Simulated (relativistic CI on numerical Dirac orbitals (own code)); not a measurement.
## Radial parameters of Dy¹²⁺

These numbers are calculated, not measured: Dirac-Coulomb-Breit CI, separate exchange-only KLI orbitals for each configuration, model QED, unscaled Slater integrals (own radial code, finite nucleus).

Slater integrals F^k, G^k are unscaled and averaged over j, outside the closed core [Ar] 3d10 4p6 4d10; ζ comes from projecting the Hamiltonian with its Breit term on Σ l·s of the shell.

- 4s²4f⁶5s²: F^2(4f,4f) = 152030, F^4(4f,4f) = 97028, F^6(4f,4f) = 70293, ζ(4f) = 2358.7 cm⁻¹; <r>(4f) = 0.6566, <r^2>(4f) = 0.5136 (bohr units).
- 4s²4f⁸: F^2(4f,4f) = 145960, F^4(4f,4f) = 92907, F^6(4f,4f) = 67230, ζ(4f) = 2143 cm⁻¹; <r>(4f) = 0.6792, <r^2>(4f) = 0.5513 (bohr units).
- 4s²4f⁷5s: F^2(4f,4f) = 148850, F^4(4f,4f) = 94858, F^6(4f,4f) = 68679, ζ(4f) = 2249.6, G^3(4f,5s) = 32963 cm⁻¹; <r>(4f) = 0.6683, <r^2>(4f) = 0.533, <r>(5s) = 1.116, <r^2>(5s) = 1.385 (bohr units).

Averages of the first 8 configurations, taken without configuration mixing, which lowers the lowest level and can move excited configurations by several eV; other configurations of the list can lie among them:

```json
{"Configuration": "4s²4f⁶5s²", "Parity": "even", "States": "3003", "Average energy above the lowest level (eV)": "13.3"}
{"Configuration": "4s²4f⁸", "Parity": "even", "States": "3003", "Average energy above the lowest level (eV)": "51.0"}
{"Configuration": "4s²4f⁷5s", "Parity": "odd", "States": "6864", "Average energy above the lowest level (eV)": "29.7"}
{"Configuration": "4s²4f⁵5s²6s", "Parity": "odd", "States": "4004", "Average energy above the lowest level (eV)": "112.1"}
{"Configuration": "4s²4f⁴5s²6s²", "Parity": "even", "States": "1001", "Average energy above the lowest level (eV)": "224.4"}
{"Configuration": "4s²4f⁵5s²7s", "Parity": "odd", "States": "4004", "Average energy above the lowest level (eV)": "161.9"}
{"Configuration": "4s²4f⁶6s²", "Parity": "even", "States": "3003", "Average energy above the lowest level (eV)": "236.2"}
{"Configuration": "4f⁸5s²", "Parity": "even", "States": "3003", "Average energy above the lowest level (eV)": "866.7"}
```
